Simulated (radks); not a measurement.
Species: neutral molybdenum. Configuration: [Kr] 4d4 5s2 (not the ground configuration). Calculated with a radial shooting solver on a logarithmic mesh with Libxc functionals: scalar-relativistic Kohn-Sham, BLYP, spin-unpolarised, spherical densities, point nucleus.

Local quantities along the radius. ELF = 1/(1 + alpha^2) is the electron localisation function; alpha = (tau - tau_W)/tau_unif compares the Pauli kinetic energy density with that of the uniform gas; s = |grad rho|/(2 (3 pi^2)^(1/3) rho^(4/3)) is the reduced gradient. tau is taken from the large components.

| r (bohr) | ELF | alpha | s |
|---|---|---|---|
| 0.001376 | 1.000 | 0.02146 | 0.6299 |
| 0.00185 | 1.000 | 0.02167 | 0.5693 |
| 0.002468 | 0.999 | 0.02251 | 0.5286 |
| 0.003292 | 0.999 | 0.02420 | 0.5025 |
| 0.004425 | 0.999 | 0.02720 | 0.4887 |
| 0.005902 | 0.999 | 0.03208 | 0.4871 |
| 0.007872 | 0.998 | 0.04035 | 0.4972 |
| 0.01058 | 0.997 | 0.05563 | 0.5213 |
| 0.01412 | 0.993 | 0.08456 | 0.5607 |
| 0.01883 | 0.979 | 0.1464 | 0.6183 |
| 0.02531 | 0.918 | 0.2995 | 0.6921 |
| 0.03376 | 0.693 | 0.6661 | 0.7409 |
| 0.04503 | 0.372 | 1.300 | 0.6530 |
| 0.06054 | 0.336 | 1.406 | 0.3935 |
| 0.08075 | 0.589 | 0.8349 | 0.2868 |
| 0.1077 | 0.767 | 0.5514 | 0.3826 |
| 0.1448 | 0.661 | 0.7157 | 0.5441 |
| 0.1931 | 0.316 | 1.470 | 0.5062 |
| 0.2576 | 0.410 | 1.199 | 0.2228 |
| 0.3463 | 0.740 | 0.5926 | 0.3026 |
| 0.4619 | 0.738 | 0.5963 | 0.5673 |
| 0.621 | 0.311 | 1.490 | 0.8023 |
| 0.8283 | 0.289 | 1.569 | 0.3819 |
| 1.105 | 0.733 | 0.6028 | 0.4233 |
| 1.485 | 0.618 | 0.7861 | 0.7326 |
| 1.981 | 0.283 | 1.592 | 0.9372 |
| 2.642 | 0.255 | 1.710 | 0.9230 |
| 3.552 | 0.462 | 1.079 | 1.195 |
| 4.738 | 0.552 | 0.9011 | 2.026 |
| 6.319 | 0.405 | 1.213 | 4.168 |
| 8.496 | 0.107 | 2.894 | 11.07 |
| 11.33 | 0.006 | 12.76 | 38.50 |

On this mesh the ELF has minima near r = 0.052, 0.22, 0.72, 2.3 bohr, which separate the shells, and maxima near 0.11 (0.77), 0.40 (0.78), 1.3 (0.73), 4.7 (0.55).

Self-consistent cycle (total energy in hartree, residual of the potential): 1: -4048.825521, 2e+00; 2: -4049.023079, 2e+00; 3: -4049.141708, 2e-01; 4: -4049.148417, 2e-02; 5: -4049.147858, 3e-03; 6: -4049.147775, 7e-04; 7: -4049.147774, 4e-04; 8: -4049.147774, 1e-04; 9: -4049.147774, 3e-05; 10: -4049.147774, 8e-06; 11: -4049.147774, 8e-07; 12: -4049.147774, 2e-08; 13: -4049.147774, 5e-10.
